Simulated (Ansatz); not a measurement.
`NC(F)(F)O[SiH3]` and `C=NC(N)(F)F` differ in one atom or group.

Ansatz, PBE0-D4/def2-TZVP geometries, multiplicity 1. Each molecule was computed in one conformer, which needn't be the lowest.

```tsv
property	`NC(F)(F)O[SiH3]`
size of the dipole moment (B3LYP/def2-TZVPP) / D	1.27
size of the dipole moment (ωB97M-V/def2-TZVPP) / D	1.27
size of the dipole moment (PBE/def2-TZVPP) / D	1.26
HOMO energy (PBE/def2-TZVPP) / eV	-6.74
HOMO energy (B3LYP/def2-TZVPP) / eV	-8.13
HOMO energy (ωB97M-V/def2-TZVPP) / eV	-10.86
```

(1) Give the same properties after the change, and the shifts. (An estimate is asked.)

Answers

(1) The calculation gave: 
```json
{"property": "size of the dipole moment (B3LYP/def2-TZVPP) / D", "`C=NC(N)(F)F`": "1.15", "shift": "-0.12"}
{"property": "size of the dipole moment (ωB97M-V/def2-TZVPP) / D", "`C=NC(N)(F)F`": "1.14", "shift": "-0.13"}
{"property": "size of the dipole moment (PBE/def2-TZVPP) / D", "`C=NC(N)(F)F`": "1.06", "shift": "-0.20"}
{"property": "HOMO energy (PBE/def2-TZVPP) / eV", "`C=NC(N)(F)F`": "-6.59", "shift": "0.15"}
{"property": "HOMO energy (B3LYP/def2-TZVPP) / eV", "`C=NC(N)(F)F`": "-7.92", "shift": "0.21"}
{"property": "HOMO energy (ωB97M-V/def2-TZVPP) / eV", "`C=NC(N)(F)F`": "-10.57", "shift": "0.29"}
```

With PBE0 the HOMO rises by 0.23 eV and the LUMO falls by 1.19 eV, so the gap narrows by about 1.42 eV. PBE moves the HOMO by 0.15 eV and ωB97M-V by 0.29 eV. Dipoles are sizes alone; their direction can turn.

B3LYP here is the variant with VWN-RPA as its local correlation; programs differ in this.
